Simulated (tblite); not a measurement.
Compound: C₂H₁₂Si₃.
Z-matrix (Å and degrees, GFN2-xTB geometry), rows numbered from 1:
```
C 
Si  1  1.8973
C   2  1.9060  1  110.55
Si  3  1.9032  2  113.53  1   -62.89
Si  3  1.9016  2  111.68  1   169.46
H   1  1.0855  2  111.04  3  -178.90
H   1  1.0863  2  111.40  3   -59.09
H   1  1.0854  2  111.42  3    61.11
H   2  1.4721  1  108.19  3   120.40
H   2  1.4692  1  109.65  3  -121.67
H   3  1.0949  2  106.55  1    53.75
H   4  1.4677  3  110.89  2    58.72
H   4  1.4670  3  109.95  2   177.60
H   4  1.4646  3  110.29  2   -62.04
H   5  1.4667  3  110.08  2  -176.33
H   5  1.4663  3  109.99  2   -57.08
H   5  1.4637  3  110.14  2    63.13
```

Computed values, GFN2-xTB/tblite, gas phase, harmonic and unscaled. Errors from tens to a few hundred cm⁻¹ against measured bands are possible. Modes of hydrogen on silicon can be 10 to 20 % off. One conformer, not necessarily the lowest.

Harmonic wavenumbers (cm⁻¹): 36.6, 110.1, 114.4, 120.6, 135.0, 170.0, 194.2, 230.4, 441.9, 479.2, 504.3, 515.0, 529.1, 568.0, 657.2, 683.9, 749.7, 772.7, 778.3, 789.3, 792.2, 794.6, 798.5, 816.7, 825.1, 829.4, 839.8, 854.5, 1071.6, 1075.0, 1373.5, 1490.7, 1494.3, 2182.0, 2210.3, 2214.6, 2225.3, 2234.0, 2238.6, 2246.4, 2260.3, 2906.4, 3035.1, 3044.3, 3046.1.

A = 2648, B = 1583, C = 1073 MHz; mass 120.025 u (most abundant isotopes); point group C1, symmetry number 1.

Problem. What is the zero-point energy?

Solution. Half the sum of the wavenumbers: 25740 cm⁻¹ = 307.91 kJ/mol.

Problem. What is S at 400 K and 1 bar for an ideal gas of classical rigid rotors and harmonic oscillators?

Solution. Translation 174.67, rotation 123.58, vibration 178.43: S = 476.7 J/(mol K).

Problem. And Cp and H(400 K) − H(0)?

Solution. Cp = 209.38 J/(mol K), of which vibrations give 176.13 (their classical limit is 45 R = 374.2); H(400 K) − H(0) = 50.24 kJ/mol without the zero-point energy, 36.94 from vibrations.

Problem. Blend soft modes into free rotors: weight 1/[1 + (100 cm⁻¹/ν̃)⁴] for the oscillator and the rest for a rotor with moment μB/(μ + B), μ = h/(8π²ν), B = 10⁻⁴⁴ kg m². What vibrational entropy results?

Solution. 166.49 J/(mol K) in place of 178.43, which changes −T·S at 400 K by +4.77 kJ/mol.

Problem. Which modes carry the vibrational entropy at 400 K?

Solution. 36.6 cm⁻¹: 25.18; 110.1 cm⁻¹: 16.07; 114.4 cm⁻¹: 15.76; 120.6 cm⁻¹: 15.32; 135.0 cm⁻¹: 14.40; 170.0 cm⁻¹: 12.53 J/(mol K); the other 39 give 79.17 together.

Problem. How do the functions run with temperature in this model?

Solution. 
| T (K) | S (J/(mol K)) | Cp (J/(mol K)) | H − H(0) (kJ/mol) | G − H(0) (kJ/mol) | ln q(vib) |
| --- | --- | --- | --- | --- | --- |
| 50 | 242.9 | 57.3 | 2.12 | -10.03 | 0.57 |
| 100 | 291.4 | 82.9 | 5.68 | -23.45 | 1.88 |
| 298.15 | 420.7 | 171.7 | 30.74 | -94.69 | 7.50 |
| 373.15 | 462.4 | 200.4 | 44.74 | -127.82 | 9.61 |
| 500 | 526.6 | 237.9 | 72.66 | -190.64 | 13.09 |
| 750 | 633.3 | 288.4 | 138.90 | -336.10 | 19.51 |
| 1000 | 721.2 | 321.8 | 215.46 | -505.75 | 25.29 |

q(vib) and H(0) count from the zero-point level.

Problem. What must be added to the electronic energy to get the Gibbs energy at 400 K and 1 bar?

Solution. ZPE + [H(400 K) − H(0)] − T·S = 307.91 + 50.24 − 190.67 = 167.48 kJ/mol.

Hindered rotation and anharmonicity are outside this model. Other conformers, if any are populated, would add a mixing term that is left out. The structure is chiral; the term R ln 2 for an equal mix with its mirror image is left out.

Time: 0.52 s. Hardware: Arm Neoverse V2, one thread, no GPU, shared host with 96 logical CPUs at a one-minute load of 41. This covers the Hessian and the dipole derivatives.
